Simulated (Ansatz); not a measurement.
Geometry optimisation, UKS PBE/def2-SVP (Ansatz).

input.yaml

```yaml
crystal:
  periodic: [false, false, false]
  atoms:
    - { symbol: Mo, position_ang: [0.002469, 0.00209, -0.303808] }
    - { symbol: Cl, position_ang: [0.610116, 0.613251, 3.097131] }
    - { symbol: F, position_ang: [1.844007, 0.085544, -0.037288] }
    - { symbol: F, position_ang: [0.08932, 1.841596, -0.028259] }
    - { symbol: F, position_ang: [-1.646441, 0.123601, 0.552651] }
    - { symbol: F, position_ang: [0.125706, -1.641296, 0.561694] }
    - { symbol: F, position_ang: [-0.308324, -0.306546, -2.053197] }
    - { symbol: Cl, position_ang: [-0.716853, -0.71824, 3.901076] }
magnetization:
  spin_polarized: true
  initial_magnetization: 1
basis:
  gaussian: { orbitals: def2-SVP }
hamiltonian:
  xc: pbe
relax:
  f_tol: 0.03
  max_steps: 50
output:
  orbitals: {}
```

Launched with:

```bash
$ ansatz run input.yaml --threads 4 --pin off --max-ram 5120MiB --backend cpu --events-out ev --progress --plain --runs-dir out
```

**Question.** Where does it end, and by what steps?

**Answer.** It converged. After 5 steps the energy has fallen by 0.021 eV; Cl2 moved furthest, 0.28 Å.

```tsv
step	energy less start (eV)	largest force component (eV/Å)	accepted
0	0.0000	0.136	yes
1	-0.0095	0.217	yes
2	-0.0139	0.159	yes
3	-0.0100	0.314	no
4	-0.0200	0.051	yes
5	-0.0209	0.018	yes
```

```xyz
8
Properties=species:S:1:pos:R:3
Mo 0.010 0.010 -0.208
Cl 0.575 0.580 2.822
F 1.862 0.081 0.017
F 0.084 1.861 0.023
F -1.672 0.124 0.589
F 0.122 -1.668 0.597
F -0.287 -0.287 -1.960
Cl -0.695 -0.700 3.810
```

Whether the end is a true minimum wasn't checked by a vibrational analysis.

The run took 25 s on 4 threads of Intel(R) Xeon(R) Platinum 8488C (Sapphire Rapids), on a shared host, peak memory 0.42 GiB.
